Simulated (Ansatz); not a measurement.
Gas-phase electronic energies from Ansatz, PBE0-D4/def2-TZVP geometries. CCSD(T)/CBS adds triple-zeta CCSD(T) − MP2 to the extrapolated MP2 energy (def2 sets, frozen cores). DFT in def2-TZVPP. def2 core potentials past Kr. For Te outer-core shells are correlated without core-valence functions, which leaves a few kJ/mol of doubt a bond. Each species was taken in one conformer, which may not be the lowest.

`F[SiH2][TeH]` + `BCS` → `BCS[SiH2]F` + H₂Te  (ligand exchange at the Si–Te bond)

| level | ΔE (kcal/mol) |
| --- | --- |
| PBE-QIDH | -1.9 |
| revPBE | -1.1 |

(1) What does CCSD(T)/CBS give? (Best estimate.)

Largest T1 diagnostic among the species: 0.011.

Results:

(1) Ansatz gave: -1.9 kcal/mol. The listed levels differ from it by 0.0, 0.8 kcal/mol.

At CCSD(T), def2-SVP lies −1.8 kcal/mol from the extrapolated value and def2-TZVPP −1.0 kcal/mol. Leaving LDA and LC-ωPBE aside and taking each functional with its dispersion term where it has one, the values, not all of them listed here, spread over 2.4 kcal/mol, from B97M-V to HSE06-D4.
